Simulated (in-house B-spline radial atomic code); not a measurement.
Settings and results of a run for neutral boron (an excited or competing configuration). Computed with a radial B-spline atomic code at the basis-set limit: Dirac-Hartree-Fock, average of the jj configuration, Fermi nucleus of rms radius 2.406 fm.

In the input, a minus or plus after the letter marks the j = l - 1/2 or j = l + 1/2 subshell.

Command:
```bash
python run_scf.py task.json out
```
Settings (nuclear radius in fm, mass in u):
```
Z                5
configuration    1s2 2s2 2p+1
hamiltonian      dirac
method           hf
spin_polarised   False
nucleus          fermi
rms_radius       2.406
atomic_mass      11.00931
speed_of_light   137.035999084
```

Output (hartree, bohr):
```
 radial grid: 80 intervals, B-splines of order 8, outer radius 50 bohr

 iter        energy (Eh)    residual
    1        -24.0026177    9.66e-02
    2        -24.5190485    1.33e-02
    3        -24.5322856    5.28e-03
    4        -24.5353406    2.10e-03
    5        -24.5364463    9.76e-04
    6        -24.5365136    3.07e-04
    7        -24.5365231    5.01e-05
    8        -24.5365233    3.45e-06
    9        -24.5365233    2.22e-07

 total energy                      -24.536523
 kinetic                             24.55145
 electron-nucleus                   -56.92951
 electron-electron                    7.84153

 first-order corrections (not in the total)
   Gaunt                            0.00150
   retardation                     -0.00002
   frequency dependence            -0.00000
   self-energy                      0.00087
   Uehling                         -0.00004
   Wichmann-Kroll                   0.00000
   recoil                           0.00120

 orbital      occ     eigenvalue          <r>       <r^2>       <1/r>     <1/r^2>     <1/r^3>       r_max    small
 1s1/2      2.000       -7.69770     0.325736    0.143262     4.67722     44.6226           -      0.2108  2.91e-04
 2s1/2      2.000       -0.49494      1.97636     4.70594    0.713277     2.02928           -       1.524  2.55e-05
 2p3/2      1.000       -0.30972      2.20521     6.14875    0.604899    0.529728    0.775349       1.586  1.98e-05
```

Run time, properties included: 0.5 s on 1 thread of Arm Neoverse V1 (shared host).

For the Dirac Hamiltonian the kinetic term is c α·p + (β - 1)c².
